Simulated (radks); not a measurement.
The numbers below are computed, except where a source is named.
Isoelectronic series with 12 electrons, all held in the configuration [Ne] 3s2, which need not be the ground one along the series. Level of theory: Dirac Kohn-Sham, PBEsol, spin-unpolarised, spherical densities, finite nucleus; Fermi nuclear charge, rms radius of each element as measured or else 0.836 A^(1/3) + 0.57 fm (a radial shooting solver on a logarithmic mesh with Libxc functionals). Total energies (hartree) and orbital eigenvalues (eV):

ion   E (hartree)      3s1/2      2p3/2      2p1/2      2s1/2
Mg     -199.84041    -4.6793   -46.4498   -46.7376   -79.5881
Al+    -241.98542   -14.7740   -77.7292   -78.1702  -116.1736
Si2+   -288.42869   -28.4885  -116.5322  -117.1809  -160.4065
P3+    -339.16333   -45.5519  -162.5056  -163.4282  -211.9269
S4+    -394.18996   -65.8496  -215.5040  -216.7794  -270.5916
Cl5+   -453.51277   -89.3242  -275.4534  -277.1745  -336.3340
Ar6+   -517.13817  -115.9443  -342.3110  -344.5859  -409.1227
K7+    -585.07406  -145.6926  -416.0508  -419.0038  -488.9459
Ca8+   -657.32952  -178.5600  -496.6556  -500.4288  -575.8028
